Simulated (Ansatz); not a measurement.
```xyz
13

O    -1.329    0.260    2.016
B    -1.011    1.097    1.001
C     0.443    1.031    0.403
B     0.316    0.232   -0.912
Si    0.902   -1.684   -1.142
H    -2.232    0.364    2.326
H    -1.839    1.854    0.567
H     1.131    0.604    1.135
H     0.690    2.076    0.171
H    -0.218    0.757   -1.852
H    -0.269   -2.535   -1.510
H     1.540   -2.277    0.066
H     1.877   -1.778   -2.268
```

Total charge 0; spin multiplicity 1.

Task: List the PBE0/def2-TZVPP orbital energies in eV (Ansatz). (An estimate is asked.)

Result: Computed: Occupied: -1801.87, -523.50, -277.50, -185.36, -184.79, -144.27, -98.93, -98.92, -98.89, -29.16, -20.04, -15.98, -15.08, -13.40, -12.83, -11.71, -11.19, -10.67, -9.78, -9.50, -9.25, -8.82, -7.79. Lowest empty: -1.94, 0.27, 0.69, 1.19, 1.62, 1.74, 1.86, 1.90.
